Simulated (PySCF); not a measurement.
PySCF input for CH₈GeOSi, SMILES [SiH2](C)[O][GeH3], C-PCM-PBE0/def2-SVP. The structure is a stationary point at TPSSh-D3(BJ)/def2-SVP. This is a generated structure with no PubChem entry under its InChIKey; it may be hypothetical. The values are those of a single conformer.

```python
import numpy as np
from pyscf import gto, scf, dft
from pyscf.solvent import pcm

mol = gto.M(
    atom='''
    Si   -0.55081572    1.59309021   -0.00000000
    C     0.60767407    3.06365322   -0.00000000
    O     0.36921450    0.20252765   -0.00000000
    Ge    0.04718037   -1.55059884    0.00000000
    H    -1.43260138    1.62567426    1.20543116
    H    -1.43260138    1.62567426   -1.20543114
    H     1.25434487    3.05238204    0.89209547
    H     0.03757094    4.00780070    0.00000001
    H     1.25434487    3.05238204   -0.89209547
    H     1.42556800   -2.22435483   -0.00000000
    H    -0.75236895   -1.91289954    1.26578818
    H    -0.75236895   -1.91289954   -1.26578819
    ''',
    basis='def2-SVP',
    charge=0,
    spin=0,
    max_memory=1600,
    verbose=3,
)
mf = dft.RKS(mol, xc='pbe0').density_fit(auxbasis='def2-universal-jkfit')
mf.grids.level = 3
mf.conv_tol = 1e-9
mf.max_cycle = 100
mf.kernel()
res = {}
for name, eps in {'water': 78.355, 'N,N-dimethylformamide': 37.219, 'n-hexane': 1.8819}.items():
    s = mf.PCM()
    s.with_solvent.method, s.with_solvent.eps, s.with_solvent.lebedev_order = 'C-PCM', eps, 29
    s.kernel(mf.make_rdm1())
    res[name] = (s.e_tot, eps, s.dip_moment(), s.mo_energy, s.converged)
    print(f'{name}: electrostatic solvation free energy {(s.e_tot - mf.e_tot) * 627.509474:.3f} kcal/mol')
```

It prints:

```
converged SCF energy = -2483.73114169869

WARN: PCM is an experimental feature. It is still in testing.
Features and APIs may be changed in the future.

converged SCF energy = -2483.7337613808
Dipole moment(X, Y, Z, Debye): -0.14955, -0.50411, -0.00000
water: electrostatic solvation free energy -1.644 kcal/mol

WARN: PCM is an experimental feature. It is still in testing.
Features and APIs may be changed in the future.

converged SCF energy = -2483.73372034791
Dipole moment(X, Y, Z, Debye): -0.14791, -0.50291, -0.00000
N,N-dimethylformamide: electrostatic solvation free energy -1.618 kcal/mol

WARN: PCM is an experimental feature. It is still in testing.
Features and APIs may be changed in the future.

converged SCF energy = -2483.73232639876
Dipole moment(X, Y, Z, Debye): -0.09924, -0.46279, -0.00000
n-hexane: electrostatic solvation free energy -0.743 kcal/mol
```

The run converged.

Cost: roughly 90 core-seconds.
